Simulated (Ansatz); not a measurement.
Start from `[OH][GeH]([OH])[O][SiH3]` and change one atom or group to get `[OH][GeH]([OH])[OH]`.

Ansatz, PBE0-D4/def2-TZVP geometries, multiplicity 1. Each molecule was computed in one conformer, which needn't be the lowest.

Scalar relativity is left out up to krypton.

```json
{"property": "HOMO–LUMO gap (PBE/def2-TZVPP) / eV", "`[OH][GeH]([OH])[O][SiH3]`": "6.19"}
{"property": "size of the dipole moment (ωB97M-V/def2-TZVPP) / D", "`[OH][GeH]([OH])[O][SiH3]`": "0.97"}
{"property": "size of the dipole moment (B3LYP/def2-TZVPP) / D", "`[OH][GeH]([OH])[O][SiH3]`": "0.97"}
{"property": "HOMO–LUMO gap (PBE0/def2-TZVPP) / eV", "`[OH][GeH]([OH])[O][SiH3]`": "8.60"}
{"property": "LUMO energy (PBE/def2-TZVPP) / eV", "`[OH][GeH]([OH])[O][SiH3]`": "-1.07"}
{"property": "HOMO energy (ωB97M-V/def2-TZVPP) / eV", "`[OH][GeH]([OH])[O][SiH3]`": "-11.07"}
```

Give the same properties after the change, and the shifts. (An estimate is asked.)

Computed: 
```json
{"property": "HOMO–LUMO gap (PBE/def2-TZVPP) / eV", "`[OH][GeH]([OH])[OH]`": "6.47", "shift": "0.28"}
{"property": "size of the dipole moment (ωB97M-V/def2-TZVPP) / D", "`[OH][GeH]([OH])[OH]`": "1.42", "shift": "0.45"}
{"property": "size of the dipole moment (B3LYP/def2-TZVPP) / D", "`[OH][GeH]([OH])[OH]`": "1.42", "shift": "0.45"}
{"property": "HOMO–LUMO gap (PBE0/def2-TZVPP) / eV", "`[OH][GeH]([OH])[OH]`": "9.15", "shift": "0.55"}
{"property": "LUMO energy (PBE/def2-TZVPP) / eV", "`[OH][GeH]([OH])[OH]`": "-0.72", "shift": "0.35"}
{"property": "HOMO energy (ωB97M-V/def2-TZVPP) / eV", "`[OH][GeH]([OH])[OH]`": "-11.35", "shift": "-0.28"}
```

With PBE0 the HOMO falls by 0.17 eV and the LUMO rises by 0.38 eV, so the gap widens by about 0.55 eV. PBE moves the HOMO by 0.07 eV and ωB97M-V by -0.28 eV. Dipoles are sizes alone; their direction can turn.

B3LYP here is the variant with VWN-RPA as its local correlation; programs differ in this.
